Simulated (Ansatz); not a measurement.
Reaction (redistribution): `BC(=O)O` + `BN(B)CC` → `CCBC(=O)O` + `BNB`

Program: Ansatz. Geometries: PBE0-D4/def2-TZVP. ΔE: electronic, gas phase. CCSD(T)/CBS is the MP2 limit (def2-TZVPP, def2-QZVPP) plus CCSD(T) − MP2 in def2-TZVPP, frozen cores. Functionals use def2-TZVPP. B3LYP here is the variant with VWN-RPA as its local correlation; programs differ in this. Each species was taken in one conformer, which may not be the lowest.

| level | ΔE (kJ/mol) | difference from CCSD(T)/CBS |
| --- | --- | --- |
| PBE-D4 | -75.9 | -2.7 |
| r2SCAN-D4 | -78.2 | -5.0 |
| ωB97X-V | -74.2 | -1.0 |
| B2PLYP | -74.9 | -1.7 |
| PBE | -77.7 | -4.5 |
| B3LYP | -77.4 | -4.2 |
| MP2/def2-TZVPP | -72.5 | 0.7 |
| SCS-MP2/def2-TZVPP | -69.9 | 3.3 |
| CCSD/def2-TZVPP | -73.1 | 0.1 |
| CCSD(T)/def2-TZVPP | -71.4 | 1.8 |
| CCSD(T)/CBS | -73.2 | 0 |

Largest T1 diagnostic among the species: 0.019.

In def2-TZVPP, CCSD(T) changes the Hartree–Fock value by +4.3 kJ/mol (the triples alone add +1.7 kJ/mol) and MP2 by +3.2 kJ/mol. The D4 term adds +3.0 kJ/mol with B3LYP and +1.4 kJ/mol with PBE0; it sums over pairs of atoms, weighted by their polarisabilities, and B3LYP, whose exchange is more repulsive, gets the larger term.
